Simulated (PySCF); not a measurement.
C4H2BrCl, SMILES C#C/C=C(/Cl)Br. Geometry: r2SCAN-D4/def2-SVP. The structure was generated by enumeration; whether it is a known compound was not checked.

All values below come from r2SCAN-D4/def2-SVP in PySCF 2.14.0.

Harmonic wavenumbers (cm⁻¹): 106, 138, 241, 297, 417, 449, 489, 587, 626, 676, 815, 899, 1052, 1253, 1626, 2194, 3161, 3476. Rotational constants (GHz): 2.158, 1.476, 0.8766; symmetry number 1.

Q: Work out the zero-point energy and the ideal-gas rigid-rotor harmonic-oscillator thermochemistry at 298.15 K and 1 atm.

A: ZPE = ½ Σ hcν = ½ × 18503 cm⁻¹ = 110.67 kJ/mol. H − E(el) = 130.33 kJ/mol. Entropy in J/(mol K): translation 172.46, rotation 121.89, vibration 56.26, total 350.61. G − E(el) = 25.80 kJ/mol. Cp = 100.10 J/(mol K). Modes under 150 cm⁻¹ make the vibrational entropy uncertain.
